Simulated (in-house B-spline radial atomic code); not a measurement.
A radial electron density 4πr²n(r) was computed for an atom or ion in its tabulated ground configuration with a B-spline radial code for spherical atoms; method: Dirac-Hartree-Fock, average of configuration. Columns: r (bohr), 4πr²n(r) (electrons per bohr), bar.

```
 0.00844   0.1676 #
 0.00986   0.2242 #
  0.0115   0.2979 ##
  0.0134   0.3938 ##
  0.0157   0.5233 ###
  0.0183   0.6853 ####
  0.0214   0.8971 #####
  0.0249    1.156 #######
  0.0291    1.489 #########
   0.034    1.898 ###########
  0.0397     2.39 ##############
  0.0463    2.964 ##################
  0.0541    3.631 #####################
  0.0631     4.36 ##########################
  0.0737    5.135 ##############################
   0.086      5.9 ###################################
     0.1    6.578 #######################################
   0.117     7.13 ##########################################
   0.137    7.435 ############################################
    0.16    7.412 ############################################
   0.187     7.02 ##########################################
   0.218    6.287 #####################################
   0.254    5.293 ###############################
   0.297    4.156 #########################
   0.347    3.101 ##################
   0.405    2.314 ##############
   0.472    1.906 ###########
   0.551    1.877 ###########
   0.644    2.126 #############
   0.751    2.454 ###############
   0.877    2.667 ################
    1.02    2.626 ################
     1.2    2.276 #############
     1.4    1.736 ##########
    1.63    1.152 #######
     1.9   0.6489 ####
    2.22   0.3002 ##
    2.59   0.1131 #
    3.03  0.03258 
    3.53 0.007333 
    4.12 0.001172
```

Q: Which atom or ion is it?
A. O2+
B. C2+
C. N3+
D. N2+

A: D. The area under the curve, ∫4πr²n dr = ∫r·4πr²n d(ln r) on this logarithmic grid, is 5 electrons, which only this option has. The configuration is [He] 2s2 2p1.
